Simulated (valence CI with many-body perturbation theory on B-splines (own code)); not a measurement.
Energy levels of Ta XXIV

Method: configuration interaction combined with many-body perturbation theory (CI+MBPT): four valence electrons over a frozen Dirac-Fock core [Kr] 4d10, radial functions for each j: 7 s, 7 p, 7 d, 7 f, 4 g, 2 h, with the one-electron correlation potential Σ1 (screened to all orders), the two-electron term Σ2, the three-electron term Σ3, Breit, model QED; selected single and double excitations, second order for the rest, scaled by the run's own slope (own B-spline code, finite nucleus).

No measured spectrum was set against this ion. As an estimate, terms of the open shell hold to a few per cent of their energy, and close levels can change places.

Levels 136 to 180 of 200, with energies above the lowest level, (4f5/2^4) J=4. "Leading %" is the weight of the configuration and term that name the level; weights of strongly mixed levels are sums over their largest components and can fall short. In the jj column 3d3/2^4 stands for four electrons in 3d with j = 3/2. Lifetimes count E1, E2, E3, M1 and M2 decay at the calculated energies, and are blank where another channel may lead or the interval is too uncertain; long ones can be off by a factor of two.

```
No.  Configuration  Term  J  E (cm⁻¹)  Leading %  Lifetime      g  Second component                Leading jj
136          4f³5s   ³D°  2    748210         24   1.43 μs  1.323    18 % 4f³5s ⁵D°   4f5/2 4f7/2^2 5s (51 %)
137          4f³5s   ⁵G°  5    748450         62   1.25 μs  1.189    25 % 4f³5s ³H°   4f5/2 4f7/2^2 5s (74 %)
138          4f³5s   ³G°  4    748710         46   1.51 μs  1.111    18 % 4f³5s ⁵G°   4f5/2 4f7/2^2 5s (82 %)
139          4f³5s   ³P°  0    749100         56   1.73 μs           44 % 4f³5s ⁵D°   4f5/2^2 4f7/2 5s (92 %)
140          4f³5s   ³S°  1    749990         30   1.14 μs  1.369    30 % 4f³5s ⁵D°   4f5/2^2 4f7/2 5s (58 %)
141          4f³5s   ³G°  3    752050         55    894 ns  0.899    26 % 4f³5s ³F°   4f5/2 4f7/2^2 5s (82 %)
142          4f³5s   ³K°  8    752850         55   1.99 μs  1.099    21 % 4f³5s ³L°   4f5/2^2 4f7/2 5s (64 %)
143          4f³5s   ³D°  1    755020         34   1.01 μs  0.999    24 % 4f³5s ¹P°   4f5/2^2 4f7/2 5s (57 %)
144          4f³5s   ³D°  3    756590         43   1.19 μs  1.344    43 % 4f³5s ⁵D°   4f5/2^2 4f7/2 5s (78 %)
145          4f³5s   ³L°  7    756600         47   1.19 μs  0.967    29 % 4f³5s ¹K°   4f5/2^2 4f7/2 5s (62 %)
146          4f³5s   ³D°  2    758100         43   1.22 μs  1.274    37 % 4f³5s ⁵D°   4f5/2^2 4f7/2 5s (61 %)
147          4f³5s   ³H°  6    758380         51   1.19 μs  1.228    43 % 4f³5s ⁵G°   4f5/2 4f7/2^2 5s (38 %)
148          4f³5s   ³G°  4    759000         81    597 ns  1.034    10 % 4f³5s ³H°   4f5/2 4f7/2^2 5s (58 %)
149          4f³5s   ³D°  3    764090         70   1.17 μs  1.330    17 % 4f³5s ⁵D°   4f5/2 4f7/2^2 5s (85 %)
150          4f³5s   ³I°  5    764400         45   1.02 μs  0.945    24 % 4f³5s ³H°   4f5/2^2 4f7/2 5s (71 %)
151          4f³5s   ³D°  1    764440         41    887 ns  1.107    31 % 4f³5s ⁵D°   4f5/2 4f7/2^2 5s (52 %)
152          4f³5s   ¹D°  2    767060         49    918 ns  1.153    14 % 4f³5s ³P°   4f5/2 4f7/2^2 5s (54 %)
153          4f³5s   ³G°  5    767650         54   1.47 μs  1.181    18 % 4f³5s ⁵F°         4f7/2^3 5s (70 %)
154          4f³5s   ³I°  6    768990         52   1.09 μs  1.102    21 % 4f³5s ⁵G°   4f5/2 4f7/2^2 5s (52 %)
155          4f³5s   ³D°  2    770980         58    547 ns  1.053    30 % 4f³5s ¹D°   4f5/2^2 4f7/2 5s (47 %)
156          4f³5s   ⁵D°  0    771410         56    906 ns           44 % 4f³5s ³P°   4f5/2 4f7/2^2 5s (92 %)
157          4f³5s   ³H°  4    773200         33   1.03 μs  1.016    30 % 4f³5s ³F°         4f7/2^3 5s (47 %)
158          4f³5s   ³G°  5    774850         63    662 ns  1.085    27 % 4f³5s ³I°   4f5/2 4f7/2^2 5s (82 %)
159          4f³5s   ⁵D°  4    776420         94   1.08 μs  1.479     5 % 4f³5s ³F°   4f5/2 4f7/2^2 5s (69 %)
160          4f³5s   ³D°  1    778170         45    515 ns  0.945    23 % 4f³5s ⁵D°   4f5/2 4f7/2^2 5s (79 %)
161          4f³5s   ³I°  7    779170         88   1.39 μs  1.120     7 % 4f³5s ³K°   4f5/2 4f7/2^2 5s (90 %)
162          4f³5s   ³L°  8    779820         67   1.04 μs  1.046    28 % 4f³5s ³K°   4f5/2 4f7/2^2 5s (59 %)
163          4f³5s   ³D°  2    779970         32   1.10 μs  1.242    23 % 4f³5s ³P°   4f5/2 4f7/2^2 5s (64 %)
164          4f³5s   ³L°  7    781760         45    830 ns  0.959    33 % 4f³5s ¹K°   4f5/2 4f7/2^2 5s (48 %)
165          4f³5s   ³L°  9    782430        100   1.12 μs  1.109                    4f5/2 4f7/2^2 5s (100 %)
166          4f³5s   ³D°  1    782800         60    611 ns  0.815    15 % 4f³5s ¹P°   4f5/2 4f7/2^2 5s (52 %)
167          4f³5s   ¹I°  6    784150         58   1.07 μs  1.012    31 % 4f³5s ³I°   4f5/2 4f7/2^2 5s (87 %)
168          4f³5s   ³H°  4    785120         62    636 ns  0.897    16 % 4f³5s ³G°         4f7/2^3 5s (44 %)
169          4f³5s   ³H°  5    785740         51    678 ns  1.052    27 % 4f³5s ¹H°   4f5/2 4f7/2^2 5s (39 %)
170          4f³5s   ¹L°  8    789100         85    825 ns  1.004    11 % 4f³5s ³L°   4f5/2 4f7/2^2 5s (90 %)
171          4f³5s   ³D°  3    789430         57    490 ns  1.309    25 % 4f³5s ⁵D°   4f5/2 4f7/2^2 5s (67 %)
172          4f³5s   ³F°  2    794110         35    593 ns  1.015    29 % 4f³5s ³D°   4f5/2 4f7/2^2 5s (66 %)
173          4f³5s   ³D°  3    794130         47    388 ns  1.222    38 % 4f³5s ³F°   4f5/2 4f7/2^2 5s (82 %)
174          4f³5s   ³D°  2    799010         48    455 ns  1.069    20 % 4f³5s ³F°   4f5/2 4f7/2^2 5s (55 %)
175          4f³5s   ³D°  1    799070         71    584 ns  0.699    18 % 4f³5s ¹P°         4f7/2^3 5s (62 %)
176          4f³5s   ³H°  6    799830         60    644 ns  1.122    24 % 4f³5s ¹I°         4f7/2^3 5s (59 %)
177          4f³5s   ¹H°  5    803910         50    663 ns  1.007    18 % 4f³5s ³H°         4f7/2^3 5s (66 %)
178          4f³5s   ³F°  4    812170         89    485 ns  1.246                     4f5/2 4f7/2^2 5s (50 %)
179          4f³5s   ³D°  3    813590         52    467 ns  1.219    40 % 4f³5s ³F°         4f7/2^3 5s (69 %)
180          4f³5s   ¹D°  2    817860         47    449 ns  0.976    29 % 4f³5s ³D°         4f7/2^3 5s (78 %)
```

Where two levels of one J and parity lie close, their mixing, g and order are uncertain.
